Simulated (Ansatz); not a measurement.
`C=C[SiH2]B(O)Cl` at its PBE0-D4/def2-TZVP geometry, where that method's forces vanish. Charge 0, multiplicity 1.

```json
{"atom": "C1", "x (Å)": "-0.432", "y (Å)": "1.880", "z (Å)": "-0.654"}
{"atom": "C2", "x (Å)": "-0.852", "y (Å)": "1.226", "z (Å)": "0.424"}
{"atom": "Si3", "x (Å)": "-0.452", "y (Å)": "-0.553", "z (Å)": "0.809"}
{"atom": "B4", "x (Å)": "0.765", "y (Å)": "-1.399", "z (Å)": "-0.580"}
{"atom": "O5", "x (Å)": "1.974", "y (Å)": "-1.929", "z (Å)": "-0.312"}
{"atom": "Cl6", "x (Å)": "0.246", "y (Å)": "-1.485", "z (Å)": "-2.266"}
{"atom": "H7", "x (Å)": "0.178", "y (Å)": "1.407", "z (Å)": "-1.418"}
{"atom": "H8", "x (Å)": "-0.690", "y (Å)": "2.921", "z (Å)": "-0.829"}
{"atom": "H9", "x (Å)": "-1.471", "y (Å)": "1.766", "z (Å)": "1.140"}
{"atom": "H10", "x (Å)": "-1.707", "y (Å)": "-1.349", "z (Å)": "0.929"}
{"atom": "H11", "x (Å)": "0.221", "y (Å)": "-0.627", "z (Å)": "2.143"}
{"atom": "H12", "x (Å)": "2.219", "y (Å)": "-1.858", "z (Å)": "0.615"}
```

**Question.** For each bond, give half the difference of the two atoms' forces along it (eV/Å; positive pushes the atoms apart) under PBE-D4, r2SCAN-D4, B3LYP-D4, ωB97M-V in def2-TZVPP. (An estimate is asked.)

**Answer.** Computed: 
| bond | length (Å) | PBE-D4 | r2SCAN-D4 | B3LYP-D4 | ωB97M-V |
| --- | --- | --- | --- | --- | --- |
| C1–C2 | 1.330 | 0.36 | 0.21 | 0.12 | 0.02 |
| C1–H7 | 1.086 | 0.03 | -0.05 | -0.08 | -0.04 |
| C1–H8 | 1.087 | 0.02 | -0.07 | -0.09 | -0.06 |
| C2–Si3 | 1.863 | -0.09 | -0.04 | 0.07 | 0.09 |
| C2–H9 | 1.089 | 0.05 | -0.03 | -0.08 | -0.07 |
| Si3–B4 | 2.031 | -0.25 | -0.13 | -0.06 | -0.08 |
| Si3–H10 | 1.491 | 0.10 | 0.00 | -0.09 | -0.14 |
| Si3–H11 | 1.497 | 0.09 | -0.02 | -0.09 | -0.13 |
| B4–O5 | 1.347 | 0.41 | 0.21 | 0.11 | 0.16 |
| B4–Cl6 | 1.766 | 0.09 | 0.10 | 0.16 | 0.09 |
| O5–H12 | 0.962 | 0.35 | -0.02 | -0.04 | -0.10 |

B3LYP here is the variant with VWN-RPA as its local correlation; programs differ in this.
